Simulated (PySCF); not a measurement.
CH5Si, SMILES [CH2][SiH3], multiplicity 2. Coordinates come from a B3LYP-D3(BJ)/def2-TZVP optimisation. The isomer is the one that the SMILES or the coordinates give; other isomers of the formula were not compared.

Computed equilibrium geometry at B3LYP-D3(BJ)/def2-TZVP (PySCF confirms it by a frequency run) as a Z-matrix, and its point group:
point group Cs.
```
Si
H 1 1.4826
H 1 1.4826 2 109.49
H 1 1.4879 2 107.69 3 -116.82
C 1 1.8421 2 110.33 4 -121.56
H 5 1.0840 1 122.64 2 30.68
H 5 1.0840 6 114.67 1 -177.71
```
Charge 0, spin multiplicity 2.
